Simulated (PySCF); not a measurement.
Constitutional and geometric isomers with formula C3H6Si. All species are isolated molecules in the gas phase. One relaxed conformer stands for each flexible species; it need not be the lowest. Strings in code marks are SMILES.

The dipole moment from two functionals at the same geometries (B3LYP-D3(BJ)/def2-TZVP), both in PySCF: PBE-D3(BJ)/def2-TZVP and B3LYP-D3(BJ)/def2-TZVP. B3LYP has the VWN-RPA correlation part, as in Gaussian. 

```json
[
 {"species": "`C1CC[SiH]=1`", "PBE-D3(BJ)/def2-TZVP (D)": "0.80", "B3LYP-D3(BJ)/def2-TZVP (D)": "0.88"},
 {"species": "`C[Si]1=CC1`", "PBE-D3(BJ)/def2-TZVP (D)": "2.52", "B3LYP-D3(BJ)/def2-TZVP (D)": "2.66"},
 {"species": "`CC=C=[SiH2]`", "PBE-D3(BJ)/def2-TZVP (D)": "0.63", "B3LYP-D3(BJ)/def2-TZVP (D)": "0.47"},
 {"species": "`[SiH3]C1=CC1`", "PBE-D3(BJ)/def2-TZVP (D)": "0.54", "B3LYP-D3(BJ)/def2-TZVP (D)": "0.55"}
]
```

Over these rows, drawn at random from the members with no instability flagged (it was tested for open shells, ions and some series alone), PBE minus B3LYP-D3(BJ): mean -0.02 D, from -0.14 D to +0.16 D.
